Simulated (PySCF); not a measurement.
C₇H₆N₂.
Structure used (GFN2-xTB), in Å, numbered top down from 1:
```xyz
15
C7H6N2 angstrom
N      1.9958   -1.9585   -1.8927
C      1.5187   -1.0324   -1.4264
C      0.8994    0.1235   -0.8104
C      1.9283    1.0530   -0.3907
N      2.7239    1.7880   -0.0301
C      0.0529   -0.3117    0.4015
C     -1.2383   -1.0132    0.0626
C     -2.0018   -0.0609    0.5901
C     -0.8433    0.8014    1.0126
H      0.2571    0.6161   -1.5533
H      0.6851   -0.8303    1.1260
H     -1.4192   -1.9502   -0.4301
H     -3.0606    0.0714    0.7103
H     -0.7726    1.7717    0.5222
H     -0.7297    0.9401    2.0864
```

Method: TDDFT PBE0/def2-SVPD, vertical, gas phase, core orbitals frozen in the response in PySCF.

Transition dipole moments from the ground state, in atomic units and in the frame of the coordinates above (overall signs are arbitrary), for the states with f of 0.002 or more among the lowest 8:

| state | E (eV) | μx | μy | μz |
| --- | --- | --- | --- | --- |
| S1 | 6.929 | 0.498 | -0.038 | -0.122 |
| S2 | 6.960 | -0.143 | -0.044 | 0.203 |
| S3 | 7.148 | 0.654 | -0.592 | -0.401 |
| S6 | 7.744 | 0.062 | 0.079 | -0.029 |
| S7 | 7.767 | -0.064 | -0.213 | 0.032 |
| S8 | 7.897 | 0.105 | 0.070 | -0.030 |

(1) Work out the oscillator strengths.

(2) Which bond between heavy atoms lies closest to the direction of the S3 transition dipole?

(3) What angle do the transition dipoles of S2 and S3 make?

(4) What peak molar absorption coefficient would the strongest computed level give as a lone Gaussian band 0.3 eV wide at half height?

Answers

(1) f = (2/3) ΔE |μ|² with ΔE in hartree (27.2114 eV).

```json
{"state": "S1", "|μ|² (au)": "0.264", "|μ| (D)": "1.31", "f": "0.045"}
{"state": "S2", "|μ|² (au)": "0.064", "|μ| (D)": "0.64", "f": "0.011"}
{"state": "S3", "|μ|² (au)": "0.940", "|μ| (D)": "2.46", "f": "0.165"}
{"state": "S6", "|μ|² (au)": "0.011", "|μ| (D)": "0.27", "f": "0.002"}
{"state": "S7", "|μ|² (au)": "0.050", "|μ| (D)": "0.57", "f": "0.010"}
{"state": "S8", "|μ|² (au)": "0.017", "|μ| (D)": "0.33", "f": "0.003"}
```

(2) C6–C9 and C7–C8, at 8° from it; next C2–C3 and N1–C2 at 18°.

(3) |cos θ| = |μa·μb| / (|μa| |μb|) = 0.61, so θ ≈ 52° (taken between 0 and 90°, since the signs are arbitrary).

(4) ε(max) = 2.175×10⁸ f / FWHM, with the width in cm⁻¹. S3: 2.175×10⁸ × 0.1646 / 2420 ≈ 15000 L mol⁻¹ cm⁻¹.

One conformer stands for the species.
